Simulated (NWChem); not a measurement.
System: Si₂NH₇S; SMILES N[SiH2]S[SiH3]

NWChem input:

```
start job
memory heap 200 mb stack 900 mb global 1100 mb
geometry units angstroms noautoz
  Si    -0.298803    -2.114694     0.006496
  S      1.010327    -0.399677     0.003484
  Si    -0.508236     1.177712    -0.008940
  N      0.174967     2.772102    -0.007238
  H     -1.174563    -2.145729    -1.217935
  H     -1.191134    -2.128157     1.219220
  H      0.586091    -3.326729     0.020958
  H     -1.341093     1.029132    -1.250396
  H     -1.357269     1.030128     1.221669
  H      0.676764     3.080542     0.830292
  H      0.674395     3.081977    -0.845520
end
basis spherical
  Si library 6-31g*
  S library 6-31g*
  N library 6-31g*
  H library 6-31g*
end
dft
  xc rpbe cpbe96
  iterations 150
  mulliken
end
task dft energy
```

The geometry was optimised at PBE-D3(BJ)/def2-SVP.

Q: What results follow from this input? (RPBE/6-31G* (spherical d).) Quantities: energy (Ha); highest occupied level (eV); orbital gap (eV); dipole (D).

A: 
| Property | Value |
|---|---|
| energy (Ha) | -1036.05 |
| highest occupied level (eV) | -5.91 |
| orbital gap (eV) | 5.38 |
| dipole (D) | 1.16 |
